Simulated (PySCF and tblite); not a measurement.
The numbers below are computed, except where a source is named.
Stationary points of C₇H₁₃FO at GFN2-xTB, in Å:

Structure A

```
 1 C     2.573    1.157   -0.182
 2 O     2.209   -0.203   -0.205
 3 C     0.842   -0.520   -0.045
 4 C     0.003   -0.201   -1.291
 5 C    -1.419   -0.729   -1.133
 6 C    -2.080   -0.113    0.096
 7 C    -1.253   -0.402    1.344
 8 C     0.169    0.123    1.175
 9 F     0.893   -0.163    2.318
10 H     1.991    1.756   -0.890
11 H     3.621    1.181   -0.479
12 H     2.482    1.586    0.821
13 H     0.859   -1.606    0.109
14 H    -0.030    0.880   -1.444
15 H     0.487   -0.651   -2.159
16 H    -2.000   -0.493   -2.026
17 H    -1.393   -1.816   -1.027
18 H    -3.086   -0.516    0.223
19 H    -2.167    0.968   -0.041
20 H    -1.206   -1.478    1.522
21 H    -1.702    0.065    2.222
22 H     0.167    1.218    1.087
```

Structure B

```
 1 C     2.724    1.115    0.105
 2 O     2.084    0.095   -0.622
 3 C     0.815   -0.395   -0.200
 4 C    -0.128   -0.291   -1.408
 5 C    -1.500   -0.886   -1.121
 6 C    -2.133   -0.179    0.072
 7 C    -1.219   -0.297    1.284
 8 C     0.161    0.292    1.000
 9 F     0.930    0.110    2.140
10 H     2.165    2.057    0.083
11 H     3.676    1.264   -0.404
12 H     2.917    0.832    1.143
13 H     0.958   -1.455    0.067
14 H    -0.227    0.763   -1.674
15 H     0.348   -0.801   -2.246
16 H    -2.136   -0.781   -2.001
17 H    -1.400   -1.951   -0.903
18 H    -3.104   -0.619    0.303
19 H    -2.291    0.875   -0.168
20 H    -1.092   -1.348    1.553
21 H    -1.645    0.221    2.145
22 H     0.098    1.377    0.849
```

Structure C

```
 1 C     2.964    0.789    0.132
 2 O     1.798    0.812   -0.658
 3 C     0.738   -0.007   -0.209
 4 C    -0.182   -0.212   -1.416
 5 C    -1.421   -1.027   -1.065
 6 C    -2.203   -0.339    0.049
 7 C    -1.315   -0.172    1.275
 8 C    -0.060    0.627    0.941
 9 F     0.721    0.678    2.087
10 H     2.814    1.262    1.106
11 H     3.714    1.346   -0.428
12 H     3.314   -0.239    0.286
13 H     1.135   -0.974    0.140
14 H    -0.472    0.774   -1.783
15 H     0.393   -0.701   -2.203
16 H    -2.047   -1.137   -1.952
17 H    -1.123   -2.026   -0.738
18 H    -3.082   -0.929    0.312
19 H    -2.542    0.640   -0.295
20 H    -1.006   -1.151    1.647
21 H    -1.852    0.337    2.078
22 H    -0.295    1.669    0.692
```

Geometries: GFN2-xTB; energies: PBE0/pcSseg-1 + D3(BJ); zero-point and thermal terms from GFN2-xTB harmonic modes (soft modes blended into free rotors).

Q: Which structure is a saddle point, and along which motion?

A: B: one imaginary mode (124i cm⁻¹ at GFN2-xTB, mostly on O2, C1, H10), along the rotation about the C3–O2 bond (torsion C4–C3–O2–C1 from -161° to -286°, falling).

Q: Give their symmetry and energies above the lowest.

A: A C1, 3.0 kcal/mol; B C1, 5.1 kcal/mol; C C1, 0.0 kcal/mol.
